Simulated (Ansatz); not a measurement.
Basis-set extrapolation for C3H3F3O, SMILES `FC(F)[C@H]1O[C@@H]1F` (PBE0-D4/def2-TZVP geometry, frozen core, Ansatz 0.2.0). Multiplicity 1, RHF reference.

```tsv
	def2-TZVPP	def2-QZVPP
HF	-488.690330	-488.711540
MP2 correlation	-1.455893	-1.578704
CCSD(T) correlation	-1.525559	not run
```

Energies in hartree. Use E(X) = E(∞) + A·exp(−7.88·√X) for Hartree–Fock and E(X) = E(∞) + B·X^(−2.97) for correlation, with X = 3 and 4, and add CCSD(T) minus MP2 of the smaller set to the MP2 limit.

Q: What is the CCSD(T) energy at the basis-set limit?

A: HF limit: -488.711540 + (-0.021210) × 0.13774 = -488.71446. MP2 limit: -1.578704 + (-0.122811) × 0.74074 = -1.66968. Higher-order term: -1.525559 − (-1.455893) = -0.06967. Total: -490.45381 hartree, 624.7 kJ/mol below CCSD(T)/def2-TZVPP.
